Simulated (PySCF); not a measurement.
## Dipole response of Nb⁻ (niobium, charge -1)

[Kr] 4d4 5s2, high-spin 5D determinant. All numbers are calculated (PySCF 2.14, a scalar-relativistic core potential, in aug-cc-pVTZ-PP with ECP28MDF). Coupled (time-dependent) response in atomic units; α is the mean over directions.

```json
{"method": "wB97X", "mean α (bohr³)": "403.1", "α xx, yy, zz": "403.7, 403.7, 401.8", "C₆ (like pair)": "8639", "S(−4)": "100700"}
```

S(−4) is the Cauchy moment in α(ω) = α(0) + S(−4) ω² + …

Spin-orbit coupling is absent.

α(iu) at wB97X:

| u (hartree) | α(iu) (bohr³) |
| --- | --- |
| 0 | 403.1 |
| 0.0500 | 256.4 |
| 0.100 | 135.5 |
| 0.200 | 57.71 |
| 0.300 | 34.25 |
| 0.500 | 17.53 |
| 0.750 | 10.13 |
| 1.00 | 6.793 |
| 1.50 | 3.775 |
| 2.00 | 2.421 |
| 3.00 | 1.234 |
| 5.00 | 0.4909 |

For an ion, C₆ is the dispersion term alone; charge-induced terms of lower order in 1/R come first.

The components differ because the open shell of this determinant is not spherical; for a pure term their mean is the scalar polarisability.

Energies and moments cover only the electrons outside the core potential.
